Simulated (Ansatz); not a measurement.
The first iterations of a band of CH3 + CH4ClGa (11 atoms, charge 0, multiplicity 2).

Level of theory: Ansatz 0.2.0, UKS PBE/def2-SVP.

```json
{
  "movable images": "5",
  "climbing image": "yes",
  "spring": "5.0 eV/Å²",
  "optimiser": "quadratic models (default)",
  "start path": "straight line",
  "force threshold": "0.03 eV/Å",
  "iteration limit": "60",
  "end points": "relaxed"
}
```

First end point:

```xyz
11
Properties=species:S:1:pos:R:3
Ga -0.118 0.002 -0.189
H 0.060 0.000 1.380
Cl 1.768 -0.001 -1.294
C -1.756 0.002 -1.282
H -2.341 -0.918 -1.077
H -2.392 0.869 -1.010
H -1.515 0.048 -2.361
C 0.102 -0.001 3.999
H -0.489 -0.925 4.055
H 1.198 -0.052 3.945
H -0.399 0.975 4.051
```

Last end point:

```xyz
11
Properties=species:S:1:pos:R:3
Ga -0.094 -0.007 -0.534
H 0.202 0.008 2.762
Cl 1.755 -0.015 -1.748
C -1.833 -0.008 -1.576
H -2.381 -0.943 -1.345
H -2.441 0.862 -1.262
H -1.587 0.048 -2.654
C 0.140 0.012 3.868
H -0.447 -0.861 4.208
H 1.159 -0.040 4.293
H -0.354 0.943 4.205
```

| iteration | highest image above the first end (eV) | largest band force component (eV/Å) |
| --- | --- | --- |
| 1 | 0.863 | 4.081 |
| 2 | 0.389 | 4.254 |
| 3 | 0.107 | 2.206 |

Q: Does the band converge within its limit, and where does its top end?

A: The forces met the threshold. It ended after 10 iterations with the highest image 0.005 eV above the first end. The top lies less than 8 meV above the higher end, about what the thresholds resolve: that end is a shoulder or a very shallow well. Another band between the same ends (5 images) ends at a top of the same energy, where a vibrational analysis finds 1 clearly imaginary mode.

The run took 87 s on 4 threads of Intel(R) Xeon(R) CPU @ 2.80GHz (Skylake/Cascade Lake), on a shared host, peak memory 0.22 GiB.
